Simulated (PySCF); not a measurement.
GeH, SMILES [GeH] (connectivity only; charge and spin as stated), charge +1, multiplicity 1.

The structure is a stationary point at PBE0-D3(BJ)/def2-TZVPD. The spin state was assumed, not searched.

Two levels are set side by side: TDA-PBE/def2-TZVPD (PySCF) and ADC(3)/aug-cc-pVDZ (PySCF). Vertical, same geometry; the bases differ. Differences are taken from unrounded values.

| quantity | ADC(3) | TDA-PBE | TDA-PBE minus ADC(3) |
|---|---|---|---|
| lowest singlet excitation (eV) | 3.15 | 3.23 | 0.07 |

Rough cost on one machine, each run with all the roots and properties that it gave: ADC(3) against TDA-PBE about 20 times.
